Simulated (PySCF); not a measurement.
Species: 1,5-pentanediol, C5H12O2.
SMILES with atom numbers: `[OH:1][CH2:2][CH2:3][CH2:4][CH2:5][CH2:6][OH:7]` (hydrogens: H8 on O1; H9, H10 on C2; H11, H12 on C3; H13, H14 on C4; H15, H16 on C5; H17, H18 on C6; H19 on O7)

Cartesian coordinates in Å at the PBE0-D3(BJ)/def2-SVP level; atoms count from 1:
```
atom  x, y, z in Å
O1    -2.6657    1.1337   -0.5277
C2    -2.4026    0.0092    0.2707
C3    -1.4163   -0.9605   -0.3650
C4    -0.0960   -0.3253   -0.7822
C5     0.7362    0.2172    0.3713
C6     2.1267    0.6565   -0.0604
O7     2.8738   -0.3755   -0.6519
H8    -3.0188    0.8235   -1.3685
H9    -1.9954    0.3994    1.2171
H10   -3.3334   -0.5326    0.5344
H11   -1.8911   -1.4230   -1.2500
H12   -1.2366   -1.7897    0.3424
H13    0.5119   -1.0600   -1.3331
H14   -0.3030    0.4975   -1.4869
H15    0.2308    1.0734    0.8490
H16    0.8334   -0.5556    1.1588
H17    2.6620    1.1028    0.8016
H18    2.0443    1.4482   -0.8227
H19    2.9856   -1.0712    0.0046
```

Computed, not measured: PySCF, PBE0-D3(BJ)/def2-SVP geometry optimisation, gas phase.

Take the most abundant isotopes and a rigid rotor. The values belong to one conformer with, in the numbering `[OH:1][CH2:2][CH2:3][CH2:4][CH2:5][CH2:6][OH:7]`, H–O1–C2–C3 59°, O1–C2–C3–C4 54°, C2–C3–C4–C5 64°, C3–C4–C5–C6 172°, C4–C5–C6–O7 -59°.

Task: What are A, B and C (GHz)?

Result: Ia = 81.20, Ib = 478.98, Ic = 504.71 u·Å²; 505379 MHz·u·Å²/I gives 6224, 1055 and 1001 MHz, that is A = 6.2241, B = 1.0551, C = 1.0013 GHz.

Task: Classify the top.

Result: A near-prolate asymmetric top; Ray's κ = -0.979.

Task: Is it planar, by Δ = Ic − Ia − Ib?

Result: Not planar: Δ = Ic − Ia − Ib = -55.47 u·Å². For a rigid frame Δ = −2 Σ m c², so Σ m c² = 27.73 u·Å² lies off the ab plane: 12.78 from hydrogen and 14.95 from heavier atoms. The atom farthest from that plane is 1.51 Å away.

Task: Give the other two planar moments, Paa and Pbb, and the rms extents of the mass along the axes.

Result: Paa = Σ m a² = (Ib + Ic − Ia)/2 = 451.25 and Pbb = Σ m b² = (Ia + Ic − Ib)/2 = 53.46 u·Å². With the mass M = 104.08 u, the rms extents √(P/M) along a, b and c are 2.08, 0.72, 0.52 Å.

Task: Where do the levels up to J = 5 lie, in MHz?

Result: Above 0(0,0):
J = 1: 1(0,1) 2056, 1(1,1) 7225, 1(1,0) 7279
J = 2: 2(0,2) 6169, 2(1,2) 11285, 2(1,1) 11446, 2(2,1) 26953, 2(2,0) 26953
J = 3: 3(0,3) 12337, 3(1,3) 17373, 3(1,2) 17696, 3(2,2) 33122, 3(2,1) 33124, 3(3,1) 59102, 3(3,0) 59102
J = 4: 4(0,4) 20558, 4(1,4) 25490, 4(1,3) 26028, 4(2,3) 41348, 4(2,2) 41354, 4(3,2) 67329, 4(3,1) 67329, 4(4,1) 103699, 4(4,0) 103699
J = 5: 5(0,5) 30832, 5(1,5) 35636, 5(1,4) 36443, 5(2,4) 51629, 5(2,3) 51644, 5(3,3) 77612, 5(3,2) 77612, 5(4,2) 113982, 5(4,1) 113982, 5(5,1) 160745, 5(5,0) 160745
Those of J = 1 are B + C, A + C and A + B.

Task: Predict some low-J microwave lines.

Result: The dipole components are |μa| = 0.67 D, |μb| = 1.40 D, |μc| = 1.10 D. Intensities carry the squares of the components, which stand as 0.23 : 1.00 : 0.62 (a : b : c). Some lines, for components of 0.1 D or more:

```csv
type,branch,"J(Ka,Kc)",MHz,lower level (cm⁻¹)
c,Q,"2(1,2) ← 2(0,2)",5116,0.206
b,Q,"2(1,1) ← 2(0,2)",5277,0.206
a,R,"3(1,3) ← 2(1,2)",6088,0.376
a,R,"3(0,3) ← 2(0,2)",6168,0.206
a,R,"3(2,1) ← 2(2,0)",6171,0.899
c,R,"1(1,0) ← 0(0,0)",7279,0.000
a,R,"4(1,4) ← 3(1,3)",8117,0.579
c,Q,"3(2,2) ← 3(1,2)",15427,0.590
b,Q,"4(2,3) ← 4(1,4)",15857,0.850
c,R,"2(2,0) ← 1(1,0)",19674,0.243
b,R,"3(2,1) ← 2(1,2)",21840,0.376
b,R,"4(2,2) ← 3(1,3)",23981,0.579
c,Q,"4(3,2) ← 4(2,2)",25975,1.379
c,Q,"3(3,1) ← 3(2,1)",25978,1.105
b,Q,"3(3,0) ← 3(2,1)",25978,1.105
b,R,"3(3,0) ← 2(2,1)",32149,0.899
c,R,"4(4,1) ← 3(3,1)",44597,1.971
```

Task: Estimate the classical rotational partition function at 25 K, 100 K and 500 K.

Result: Point group C1, symmetry number σ = 1; q = (√π/σ)·√((kT/h)³/(ABC)), k/h = 20836.6 MHz/K: 8220 at 25 K, 65700 at 100 K, 735000 at 500 K.

Whether it is a minimum is left open (no frequencies). Constants of a rigid frame at the computed geometry: no zero-point averaging, no centrifugal distortion.

Time: 34 s. Hardware: Arm Neoverse V2, one thread, on a shared host. These figures are those of the optimisation.
